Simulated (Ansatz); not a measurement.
Reaction (formal hydrolysis of a B–F bond): `CCB(F)S` + H₂O → `CCB(O)S` + H–F

Isolated molecules relaxed with PBE0-D4/def2-TZVP in Ansatz; ΔE leaves out vibrations. CCSD(T)/CBS adds triple-zeta CCSD(T) − MP2 to the extrapolated MP2 energy (def2 sets, frozen cores). This one scheme is used for every species. Functionals use def2-TZVPP. Each species was taken in one conformer, which may not be the lowest.

`CCB(F)S`:

Z-matrix (Å, degrees):
```
C
C 1 1.529
H 1 1.093 2 111.3
H 1 1.092 2 111.3 3 -119.9
H 1 1.092 2 111.2 3 119.8
B 2 1.563 1 113.7 3 -64.5
H 2 1.100 1 109.2 3 177.2
H 2 1.094 1 110.8 3 61.3
S 6 1.805 2 121.4 1 136.5
F 6 1.333 2 119.9 1 -44.2
H 9 1.344 6 96.6 2 177.8
```

H₂O:

Z-matrix (Å, degrees):
```
O
H 1 0.960
H 1 0.960 2 105.1
```

`CCB(O)S`:

Z-matrix (Å, degrees):
```
C
C 1 1.524
H 1 1.092 2 111.2
H 1 1.092 2 111.2 3 -119.1
H 1 1.093 2 111.5 3 120.4
B 2 1.570 1 115.1 3 59.5
H 2 1.098 1 110.3 3 -177.8
H 2 1.098 1 110.3 3 -63.0
S 6 1.829 2 122.3 1 179.8
O 6 1.359 2 119.4 1 -0.2
H 9 1.341 6 96.6 2 -0.0
H 10 0.960 6 115.2 2 -180.0
```

H–F:

```xyz
2

F    -0.311    0.140    0.308
H     0.311   -0.140   -0.308
```

**Question.** Is it downhill or uphill in electronic energy at CCSD(T)/CBS, and by how much? (Best estimate.)

**Answer.** Ansatz gave: Uphill: ΔE = +10.4 kJ/mol.

**Question.** What do these levels give: PBE0-D4, BHLYP-D4, ωB97M-V, r2SCAN, MP2/def2-SVP, CCSD/CBS(def2)? (An estimate is asked.)

**Answer.** Computed: PBE0-D4 11.2, BHLYP-D4 15.4, ωB97M-V 13.8, r2SCAN 15.3, MP2/def2-SVP 9.5, CCSD/CBS(def2) 11.8 kJ/mol.

**Question.** What do rigid-rotor, harmonic-oscillator terms from PBE0-D4/def2-TZVP frequencies (298.15 K, 1 bar) make of the CCSD(T)/CBS value? (Estimate.)

**Answer.** Ansatz gave: ΔZPE = +0.7 kJ/mol, ΔH = +10.7 kJ/mol, ΔS = -13 J/(mol·K), ΔG = +14.6 kJ/mol. Modes under 50 cm⁻¹ make the entropy rough.

Largest T1 diagnostic among the species: 0.012.

Leaving LDA and LC-ωPBE aside and taking each functional with its dispersion term where it has one, the values, not all of them listed here, spread over 7.7 kJ/mol, from revPBE-D4 to B97M-V. LDA lies −6.2 kJ/mol from PBE without D4. The D4 term adds −4.0 kJ/mol with B3LYP and −2.1 kJ/mol with PBE0; it sums over pairs of atoms, weighted by their polarisabilities, and B3LYP, whose exchange is more repulsive, gets the larger term.

B3LYP here is the variant with VWN-RPA as its local correlation; programs differ in this.
